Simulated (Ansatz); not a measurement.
Stretching the C3–H4 bond in CH6InN (SMILES [CH3][InH][NH2]) (multiplicity 1 held, fragments rigid). Energies count from the point at 1.090 Å.
Geometry at that point (charge 0, multiplicity 1):
```xyz
9

In    -0.198    -0.132    -0.173
H     -1.330    -1.070    -1.069
C      0.480     1.910    -0.403
H      0.954     2.040    -1.376
H      1.196     2.154     0.379
H     -0.365     2.596    -0.341
N      0.652    -1.129     1.379
H      1.335    -0.731     2.004
H      0.449    -2.085     1.623
```

Restricted levels (R-, RO-) in cc, def2 and unpolarised 6-31G sets keep to the state of the molecule at rest. Unrestricted levels (U-) break spin symmetry where that is lower. Active spaces are followed from a long bond inwards. Curves can end on different states.

Frozen-core correlation. Filled d and f shells under p-block atoms count as core.

Programs: Ansatz (Gaussian basis) for Hartree–Fock, density functionals and correlated methods. Values without a source in brackets are computed. In def2 rows elements past Kr take small-core potentials, without spin–orbit coupling.

Energies in kJ/mol.

```
R (Å)  R-MP2/def2-SVP  U-SCS-MP2/def2-SVP  R-CCSD/def2-SVP  R-CCSD(T)/def2-SVP  FIC-MRCISD on CASSCF(2,2)/def2-SVP  FIC-MRCISD+Q on CASSCF(2,2)/def2-SVP
-----  --------------  ------------------  ---------------  ------------------  ----------------------------------  ------------------------------------
0.872             138                 139              139                 139                                 139                                   139
0.981              29                  30               30                  30                                  30                                    30
1.090               0                   0                0                   0                                   0                                     0
1.199              14                  13               13                  12                                  12                                    12
1.308              50                  49               48                  47                                  46                                    47
1.471             123                 121              118                 116                                 115                                   116
1.635             202                 198              192                 188                                 185                                   187
1.907             323                 361              300                 292                                 287                                   291
2.180             421                 425              381                 365                                 360                                   364
2.507             510                 452              445                 415                                 413                                   418
2.943             586                 463              490                 430                                 444                                   449
3.488             625                 467              512                 408                                 455                                   461
```

Doubts at one or more of the structures used: a restricted determinant that unrestricted orbitals would lower (R-MP2/def2-SVP, R-CCSD/def2-SVP, R-CCSD(T)/def2-SVP); a spin-contaminated determinant (U-SCS-MP2/def2-SVP); other coupled-cluster roots lie near (R-CCSD/def2-SVP, R-CCSD(T)/def2-SVP); T1 above 0.05 (R-CCSD/def2-SVP, R-CCSD(T)/def2-SVP).

Ansatz is an electronic-structure program.
